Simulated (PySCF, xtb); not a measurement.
HgCl2, SMILES [Hg]([Cl])[Cl].

xtb with GFN2-xTB at its own geometry gives an orbital gap of 3.95 eV and a dipole moment of 0.02 D.

Geometry: B3LYP-D3(BJ)/def2-TZVP. The isomer is the one that the SMILES or the coordinates give; other isomers of the formula were not compared. The def2 effective core potentials stand for the cores of Hg; spin–orbit coupling is left out.

Q: What does M06-2X/def2-TZVPD in PySCF give? (Estimate from the structure and the level; the computed values follow.)

A: gap 8.67 eV (levels -10.28 and -1.61 eV), dipole 0.00 D.
